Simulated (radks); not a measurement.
Valence configurations of neutral tungsten (all share [Xe]). All-electron calculation, Dirac Kohn-Sham, LDA (Slater exchange, Perdew-Wang correlation), spin-unpolarised, spherical densities, finite nucleus; open shells fill j = l - 1/2 first; Fermi nuclear charge, rms radius 5.3658 fm. Program: a radial shooting solver on a logarithmic mesh with Libxc functionals. Energies are relative to 4f14 5d4 6s2; eigenvalues in eV.

valence               E (eV)  e(4f5/2)  e(4f7/2)  e(5d3/2)  e(5d5/2)  e(6p1/2)
4f14 5d4 6s2           0.000   -34.045   -31.804    -4.852         -         -
4f14 5d4.5 6s1.5       0.905   -33.075   -30.835    -4.247    -3.560         -
4f14 5d3.5 6s2 6p0.5   1.731   -35.922   -33.680    -6.185         -    -2.306
4f14 5d5 6s1           1.948   -32.213   -29.973    -3.714    -3.057         -
4f14 5d3 6s2 6p1       3.890   -37.871   -35.629    -7.544         -    -2.779
4f14 5d4 6s1 6p1       4.091   -35.361   -33.120    -6.014         -    -2.457
4f13.5 5d4.5 6s1 6p1  18.990   -39.869   -37.582    -6.617    -5.812    -2.475
4f13 5d5 6s2          31.629   -43.153   -40.820    -5.997    -5.150         -
4f13 5d4 6s2 6p1      35.814   -46.995   -44.660    -8.816         -    -2.825
4f12 5d6 6s2          71.497   -52.734   -50.308    -7.141    -6.166         -

NIST lists [Xe] 4f14 5d4 6s2 as the ground configuration; this level of theory agrees among the configurations tried. The energies are those of spherical spin-averaged densities, not of single terms.
